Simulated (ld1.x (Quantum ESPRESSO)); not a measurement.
**Which change was made? (Te, TM semilocal)**

tellurium (Te), norm-conserving Troullier–Martins (semilocal form), made with ld1.x (Quantum ESPRESSO) 7.5 (LDA (PZ), scalar-relativistic). Core [Kr] 4d10, reference 5s2 5p4. Waves: 5p (bound): rc 1.70 bohr; 5s (bound): rc 1.55 bohr. Local part: the s channel. Core correction: Bessel-smoothed model core, default radius (core density twice the valence density).

Cutoffs, loose and tight: the cutoffs (Ry, on a coarse ladder) from which the occupation-weighted sum of valence levels, in a spherical-Bessel basis at the reference potential, stays within 10 and 1 mRy of its value at 400 Ry. They do not see the model core or the augmentation charge, which bear on the density cutoff. Test errors are all-electron minus pseudo excitation energies from the reference, over the configurations 5s2 5p3; 5s2 5p2; 5s2 5p1; 5s0 5p6; 5s2 5p3.5; 5s2 5p4.3; 5s1 5p5 (two spin-polarised tests are not counted in the largest error); variants that change the core or the reference have their own tests.

The base gives: outcome: generated; cutoff, loose: 50 Ry; cutoff, tight: 100 Ry; bound ghosts: none; largest test error (meV): -67.

(1) After one change the result is: outcome: generated; cutoff, loose: 30 Ry; cutoff, tight: 40 Ry; bound ghosts: none; largest test error (meV): -71. Which change was it?
A. all radii but the core radius scaled by about 1.34 (s 2.08, p 2.28 bohr)
B. reference 5s2 5p3
C. core [Kr], valence charge 16; reference 4d10 5s2 5p2; waves now 5s (bound): rc 1.80 bohr; 4d (bound): rc 1.40 bohr; 5p (bound): rc 1.95 bohr; local potential the p channel; core correction none

Answers

(1) A. The others give: core [Kr], valence charge 16; reference 4d10 5s2 5p2; waves now 5s (bound): rc 1.80 bohr; 4d (bound): rc 1.40 bohr; 5p (bound): rc 1.95 bohr; local potential the p channel; core correction none → outcome: generated; cutoff, loose: 100 Ry; cutoff, tight: 160 Ry; bound ghosts: none; largest test error (meV): +26 | reference 5s2 5p3 → outcome: generated; cutoff, loose: 50 Ry; cutoff, tight: 100 Ry; bound ghosts: none; largest test error (meV): -176. In the semilocal form every listed channel keeps its own potential, so the choice of the local channel does not act on these tests. It acts once the file is put into the separable form.
